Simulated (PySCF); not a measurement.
BiFCl2, SMILES [Bi]([Cl])([F])[Cl]. Atoms are numbered in the order given.

```xyz
4

Bi    -0.2743    -0.3197     0.0000
F      1.4307    -1.4621     0.0000
Cl     0.2909     1.1675    -1.9012
Cl     0.2909     1.1675     1.9012
```

Coordinates come from a PBE-D3(BJ)/def2-SVP optimisation. The def2 effective core potentials stand for the cores of Bi; spin–orbit coupling is left out.

The numbers are results of PBE-D3(BJ)/def2-SVP in PySCF 2.14.0, not measurements.

Frequencies are harmonic and unscaled.

```json
[
 {"mode": "1", "ν (cm⁻¹)": "95", "IR (km/mol)": "1.4", "Raman (Å⁴/amu)": "5.0", "depolarisation": "0.72", "moving atoms (share of kinetic energy)": "Cl 87 %, Bi 10 %"},
 {"mode": "2", "ν (cm⁻¹)": "132", "IR (km/mol)": "3.9", "Raman (Å⁴/amu)": "2.6", "depolarisation": "0.75", "moving atoms (share of kinetic energy)": "F 71 %, Cl 24 %"},
 {"mode": "3", "ν (cm⁻¹)": "136", "IR (km/mol)": "7.1", "Raman (Å⁴/amu)": "2.5", "depolarisation": "0.66", "moving atoms (share of kinetic energy)": "F 57 %, Cl 28 %, Bi 15 %"},
 {"mode": "4", "ν (cm⁻¹)": "326", "IR (km/mol)": "57.3", "Raman (Å⁴/amu)": "8.6", "depolarisation": "0.75", "moving atoms (share of kinetic energy)": "Cl 82 %, Bi 18 %"},
 {"mode": "5", "ν (cm⁻¹)": "335", "IR (km/mol)": "24.4", "Raman (Å⁴/amu)": "16.9", "depolarisation": "0.13", "moving atoms (share of kinetic energy)": "Cl 86 %, Bi 14 %"},
 {"mode": "6", "ν (cm⁻¹)": "562", "IR (km/mol)": "50.5", "Raman (Å⁴/amu)": "9.3", "depolarisation": "0.18", "moving atoms (share of kinetic energy)": "F 91 %, Bi 9 %"}
]
```
